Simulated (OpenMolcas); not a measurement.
**Ar3+: effect of the basis set**

```
Program             : OpenMolcas 26.06
Method              : SS-CASPT2, IPEA 0.25 Eh, imaginary shift 0.1 Eh (closed shells correlated: 2s 2p 3s)
Active space        : 3 electrons in 3 orbitals (3p)
State averaging     : 2S+1 = 4 odd, 1 root; 2S+1 = 2 odd, 8 roots
Spin-orbit coupling : RASSI with atomic mean-field integrals over the reference wave functions, term energies averaged over their components
```

A. ANO-R1 [4s3p1d], X2C, finite nucleus; CASPT2 step about 0.8 core-seconds
B. ANO-RCC-VTZP [5s4p2d1f], DKH2, point nucleus; CASPT2 step about 0.6 core-seconds
C. ANO-L-VTZP [5s4p2d1f], non-relativistic, point nucleus; CASPT2 step about 1 core-seconds
D. ANO-R2 [5s4p3d1f], X2C, finite nucleus; CASPT2 step about 1.2 core-seconds
E. ANO-RCC-VQZP [6s5p3d2f1g], DKH2, point nucleus; CASPT2 step roughly 1.2 core-seconds
F. ANO-R3 [6s5p4d2f1g], X2C, finite nucleus; CASPT2 step about 1.5 core-seconds

Energies in cm⁻¹ above 3s² 3p³ ⁴S°_3/2, the measured ground level; measured values from Saloman, J. Phys. Chem. Ref. Data 39, 033101 (2010).

```json
{"Level": "3s² 3p³ ⁴S°_3/2", "A": "0.0", "B": "0.0", "C": "0.0", "D": "0.0", "E": "0.0", "F": "0.0", "Measured": "0.0"}
{"Level": "3s² 3p³ ²D°_3/2", "A": "23760", "B": "22170", "C": "22320", "D": "22070", "E": "21480", "F": "21410", "Measured": "21091"}
{"Level": "3s² 3p³ ²D°_5/2", "A": "23890", "B": "22270", "C": "22410", "D": "22180", "E": "21580", "F": "21520", "Measured": "21220"}
{"Level": "3s² 3p³ ²P°_1/2", "A": "38660", "B": "37210", "C": "37470", "D": "37190", "E": "36400", "F": "36330", "Measured": "34855"}
{"Level": "3s² 3p³ ²P°_3/2", "A": "38820", "B": "37350", "C": "37600", "D": "37330", "E": "36540", "F": "36470", "Measured": "35032"}
```

Deviations, from unrounded energies. A percentage is the sum of absolute deviations over the sum of measured energies, with the sign that they share, or ± where signs differ.

| Against measurement | Levels | A | B | C | D | E | F |
| --- | --- | --- | --- | --- | --- | --- | --- |
| mean absolute deviation (cm-1) | 4 | 3200 | 1700 | 1900 | 1600 | 950 | 890 |
| other terms of the ground configuration (%) | 4 | +11.5 | +6.1 | +6.8 | +5.9 | +3.4 | +3.2 |

F lies closest to measurement on these levels and A furthest from it. The largest miss of F in the table is 3s² 3p³ ²P°_1/2, by +1500 cm-1. The ranking rests on the paired levels alone, and a cruder setting can come out closer through cancelling errors.

The two smallest mean deviations differ by little beside CASPT2's spread within terms, so their order carries little weight.

Among A to F the level of the table that moves most is 3s² 3p³ ²D°_5/2, by 2400 cm-1 (lowest in F, highest in A). Moves below CASPT2's spread within the term are not significant.

Term energies are means over components that CASPT2 splits; among the terms shown or strongly mixed into the levels shown the widest spread is 400 cm-1 (3s² 3p³ ²D°, C). With the s shell closed, the reference lacks s² → p² mixing. The basis is small and was not contracted for so high a charge (holds for A). Measured partners are found by configuration, term and J. A level has none where our copy of the source lacks it or the pairing is in doubt (some pairs that miss far off the trend of their configuration count as doubtful), and it then counts in no deviation. Levels of configurations outside the active space are missing.

° marks odd parity.
